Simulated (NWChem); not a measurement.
System: C4H4F2; SMILES FC1=CC[C@H]1F

The following NWChem deck was run.

```
start job
memory heap 200 mb stack 900 mb global 1100 mb
geometry units angstroms noautoz
  F      0.780071     1.819648    -0.028479
  C     -0.008174     0.746760    -0.002612
  C     -1.299988     0.538591    -0.270206
  C     -1.192256    -0.949206     0.055275
  C      0.294879    -0.653133     0.450818
  F      1.253138    -1.344675    -0.267381
  H     -2.130662     1.171763    -0.557579
  H     -1.255169    -1.623868    -0.804130
  H     -1.830015    -1.320741     0.866017
  H      0.521684    -0.772259     1.516393
end
basis spherical
  F library 6-31g*
  C library 6-31g*
  H library 6-31g*
end
dft
  xc hfexch
  iterations 150
end
tddft
  cis
  nroots 6
  notriplet
end
task tddft energy
```

Coordinates come from a B3LYP/6-31G* (spherical d) optimisation.

Vertical excitations in the gas phase.

Predict the main results of this run. (Hartree-Fock/6-31G* (spherical d), CIS.) Quantities: lowest excitation, singlet (eV); oscillator strength of that lowest state; lowest state with f > 0.02, singlet (eV); oscillator strength of that bright state; orbital gap (eV).


```yaml
lowest excitation, singlet (eV): 8.14
oscillator_strength_of_that_lowest_state: 0.354
lowest state with f > 0.02, singlet (eV): 8.14
oscillator_strength_of_that_bright_state: 0.354
orbital gap (eV): 14.66
```
